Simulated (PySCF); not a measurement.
## C10H6F16O2: Orbital levels and atomic charges

System: C10H6F16O2 (one of a series of oligomers), SMILES COC(F)(F)C(F)(F)C(F)(F)C(F)(F)C(F)(F)C(F)(F)C(F)(F)C(F)(F)OC.

Cartesian coordinates (Å):
```
  1 C    -4.103    1.896    0.252
  2 O    -3.719    0.508    0.188
  3 C    -3.506   -0.088    1.352
  4 F    -2.540    0.517    2.098
  5 F    -4.596   -0.078    2.162
  6 C    -3.096   -1.572    1.117
  7 F    -2.643   -2.111    2.260
  8 F    -4.195   -2.265    0.768
  9 C    -2.038   -1.783   -0.008
 10 F    -2.585   -1.465   -1.191
 11 F    -1.739   -3.092   -0.056
 12 C    -0.722   -0.962    0.174
 13 F    -0.297   -1.039    1.443
 14 F    -0.982    0.332   -0.081
 15 C     0.415   -1.476   -0.768
 16 F     0.901   -2.625   -0.279
 17 F    -0.094   -1.750   -1.982
 18 C     1.588   -0.464   -0.984
 19 F     2.446   -1.033   -1.849
 20 F     1.106    0.636   -1.586
 21 C     2.350   -0.043    0.307
 22 F     1.628    0.893    0.948
 23 F     2.483   -1.085    1.141
 24 C     3.756    0.546   -0.028
 25 F     4.594   -0.480   -0.341
 26 F     4.281    1.062    1.112
 27 O     3.638    1.439   -1.000
 28 C     4.854    2.102   -1.396
 29 H    -4.256    2.183   -0.783
 30 H    -5.025    2.008    0.825
 31 H    -3.301    2.485    0.696
 32 H     4.554    2.764   -2.202
 33 H     5.262    2.672   -0.560
 34 H     5.581    1.370   -1.749
```

Method: wB97X-D/def2-SVP, gas phase, PySCF, fitting set def2-universal-JFIT up to Ne and JKFIT beyond, grid level 1.

Problem. Give the orbital energies near the gap.

Solution. 
| orbital | eV |
| --- | --- |
| HOMO-4 | -12.52 |
| HOMO-3 | -12.05 |
| HOMO-2 | -11.67 |
| HOMO-1 | -11.65 |
| HOMO | -11.50 |
| LUMO | 2.35 |
| LUMO+1 | 2.57 |
| LUMO+2 | 3.36 |
| LUMO+3 | 3.46 |

Problem. Give the partial charges of the non-hydrogen atoms.

Solution. 
| atom | Mulliken | IAO | Hirshfeld |
| --- | --- | --- | --- |
| C1 | 0.13 | -0.20 | -0.02 |
| O2 | -0.34 | -0.36 | -0.13 |
| C3 | 0.45 | 0.70 | 0.22 |
| F4 | -0.20 | -0.30 | -0.10 |
| F5 | -0.20 | -0.29 | -0.10 |
| C6 | 0.37 | 0.53 | 0.15 |
| F7 | -0.18 | -0.26 | -0.08 |
| F8 | -0.18 | -0.27 | -0.08 |
| C9 | 0.33 | 0.52 | 0.15 |
| F10 | -0.17 | -0.26 | -0.08 |
| F11 | -0.18 | -0.27 | -0.08 |
| C12 | 0.29 | 0.51 | 0.15 |
| F13 | -0.17 | -0.26 | -0.07 |
| F14 | -0.17 | -0.27 | -0.07 |
| C15 | 0.36 | 0.52 | 0.15 |
| F16 | -0.17 | -0.26 | -0.08 |
| F17 | -0.18 | -0.26 | -0.08 |
| C18 | 0.33 | 0.52 | 0.15 |
| F19 | -0.18 | -0.27 | -0.08 |
| F20 | -0.18 | -0.26 | -0.08 |
| C21 | 0.32 | 0.52 | 0.15 |
| F22 | -0.18 | -0.27 | -0.08 |
| F23 | -0.18 | -0.26 | -0.08 |
| C24 | 0.48 | 0.70 | 0.22 |
| F25 | -0.20 | -0.30 | -0.10 |
| F26 | -0.20 | -0.29 | -0.10 |
| O27 | -0.35 | -0.36 | -0.13 |
| C28 | 0.14 | -0.20 | -0.02 |
